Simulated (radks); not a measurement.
Sc2+, configuration [Ar] 3d1.

All-electron calculation, non-relativistic Kohn-Sham, SOGGA, spin-polarised, spherical densities, point nucleus; open shells are filled with parallel spins first. Program: a radial shooting solver on a logarithmic mesh with Libxc functionals.

Energy parts (eV):
| part | energy |
|---|---|
| total | -20643.660 |
| kinetic | 20624.679 |
| electron-nucleus | -48616.726 |
| Hartree | 8363.152 |
| exchange-correlation | -1014.765 |

Orbitals (lengths in bohr, moments of r in powers of bohr; r(max) is where P^2 peaks; r(90%) holds 90 % of the orbital's charge):
1s down: occ. 1; eigenvalue (eV) -4380.516; <r^4> 0.0001359; r(max) 0.04840; r(90%) 0.131
1s up: occ. 1; eigenvalue (eV) -4380.506; <r^4> 0.0001359; r(max) 0.04840; r(90%) 0.131
2s up: occ. 1; eigenvalue (eV) -484.2026; <r^4> 0.03559; r(max) 0.2862; r(90%) 0.539
2s down: occ. 1; eigenvalue (eV) -483.9378; <r^4> 0.03551; r(max) 0.2861; r(90%) 0.538
2p up: occ. 3; eigenvalue (eV) -402.6943; <r^4> 0.02870; r(max) 0.2333; r(90%) 0.508
2p down: occ. 3; eigenvalue (eV) -402.4921; <r^4> 0.02862; r(max) 0.2332; r(90%) 0.508
3s up: occ. 1; eigenvalue (eV) -69.8922; <r^4> 2.935; r(max) 0.9335; r(90%) 1.62
3s down: occ. 1; eigenvalue (eV) -68.9776; <r^4> 2.929; r(max) 0.9331; r(90%) 1.62
3p up: occ. 3; eigenvalue (eV) -49.1174; <r^4> 4.418; r(max) 0.9709; r(90%) 1.79
3p down: occ. 3; eigenvalue (eV) -48.1920; <r^4> 4.417; r(max) 0.9703; r(90%) 1.79
3d up: occ. 1; eigenvalue (eV) -18.2809; <r^4> 21.22; r(max) 1.075; r(90%) 2.63
3d down: occ. 0; eigenvalue (eV) -17.3504; <r^4> 21.36; r(max) 1.074; r(90%) 2.64

The highest occupied level is 3d up at -18.281 eV. The density falls to 0.001 e/bohr^3 at r = 3.10 bohr. Virial ratio -V/T = 2.00092. Summed over all electrons, <r^2> = 16.33 bohr^2, which gives a Langevin (diamagnetic) susceptibility term of -12.9 x 10^-6 cm^3/mol.
